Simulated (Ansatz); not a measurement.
C3H5AlClF, SMILES `C=C[CH2][Al]([F])[Cl]`. Charge 0, multiplicity 1. The geometry is a stationary point of PBE0-D4/def2-TZVP. It is one conformer, not always the lowest.

```xyz
11

C    -0.346    1.413   -0.350
C    -0.890    0.286    0.143
C    -0.579   -1.089   -0.335
Al    1.197   -0.661    0.325
F     2.377   -0.263   -0.754
Cl    1.726   -0.792    2.342
H    -0.521    2.371    0.124
H     0.245    1.414   -1.263
H    -1.466    0.364    1.063
H    -0.563   -1.180   -1.421
H    -1.180   -1.864    0.127
```

**Question.** What is the dipole moment at r2SCAN/def2-TZVPP? (An estimate is asked.)

**Answer.** Ansatz gave: 2.69 D, with components (-2.61, 0.19, -0.63) D in this frame, pointing from negative to positive charge.

**Question.** And with PBE, B3LYP, ωB97M-V? (An estimate is asked.)

**Answer.** The calculation gave: PBE 2.65 D, B3LYP 2.70 D, ωB97M-V 2.69 D.

**Question.** Give the Mulliken charges with r2SCAN, ωB97M-V, B3LYP in def2-TZVPP. (Estimate.)

**Answer.** Computed: 
```json
{"atom": "C1", "r2SCAN": "-0.24", "ωB97M-V": "-0.24", "B3LYP": "-0.27"}
{"atom": "C2", "r2SCAN": "0.00", "ωB97M-V": "-0.07", "B3LYP": "-0.05"}
{"atom": "C3", "r2SCAN": "-0.33", "ωB97M-V": "-0.41", "B3LYP": "-0.34"}
{"atom": "Al4", "r2SCAN": "0.71", "ωB97M-V": "0.66", "B3LYP": "0.69"}
{"atom": "F5", "r2SCAN": "-0.35", "ωB97M-V": "-0.34", "B3LYP": "-0.35"}
{"atom": "Cl6", "r2SCAN": "-0.26", "ωB97M-V": "-0.23", "B3LYP": "-0.26"}
{"atom": "H7", "r2SCAN": "0.10", "ωB97M-V": "0.12", "B3LYP": "0.12"}
{"atom": "H8", "r2SCAN": "0.12", "ωB97M-V": "0.14", "B3LYP": "0.13"}
{"atom": "H9", "r2SCAN": "0.09", "ωB97M-V": "0.13", "B3LYP": "0.12"}
{"atom": "H10", "r2SCAN": "0.08", "ωB97M-V": "0.12", "B3LYP": "0.10"}
{"atom": "H11", "r2SCAN": "0.08", "ωB97M-V": "0.12", "B3LYP": "0.10"}
```

B3LYP here is the variant with VWN-RPA as its local correlation; programs differ in this.
